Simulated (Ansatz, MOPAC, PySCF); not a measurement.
Pair of molecules: SiH4 (SMILES [SiH4]) (first 5 atoms) with C2H6 (SMILES CC); geometry from B3LYP-D3(BJ)/def2-TZVP, rigid monomers moved along the line of their centres of mass till Si1···C6 is 4.32 Å.
(charge 0, multiplicity 1):
```xyz
13

Si    -0.01942     0.30518     0.28514
H     -1.49070     0.40064     0.41076
H      0.43567    -1.01324     0.77953
H      0.61669     1.37666     1.08328
H      0.36472     0.45690    -1.13689
C     -0.72375    -0.18280     4.51495
C      0.75632    -0.34252     4.84860
H     -1.06510    -0.96640     3.83563
H     -0.92217     0.77884     4.03753
H     -1.34192    -0.23598     5.41324
H      0.95323    -1.30351     5.32779
H      1.09637     0.44128     5.52823
H      1.37407    -0.28998     3.95033
```

Counterpoise-corrected where a basis set is named; no monomer relaxation. Rows marked so take none.

Rows in 6-31G* carry no dispersion term and start afresh at each structure (6-31G* with six Cartesian d functions). The state that AM1 reach isn't checked.

Codes used: Ansatz (an electronic-structure program) with Gaussian orbitals; MOPAC for AM1 (differences of heats of formation); PySCF for 6-31G* rows, the dispersion terms. Values without a source in brackets are computed.

Question: Give the interaction energy at the level AM1.

Answer: 4 meV

Question: Give the interaction energy at the level PBE0-D3(BJ)/def2-TZVPPD.

Answer: -44 meV

Question: Give the interaction energy at the level B3LYP/6-31G* (no counterpoise).

Answer: 1 meV
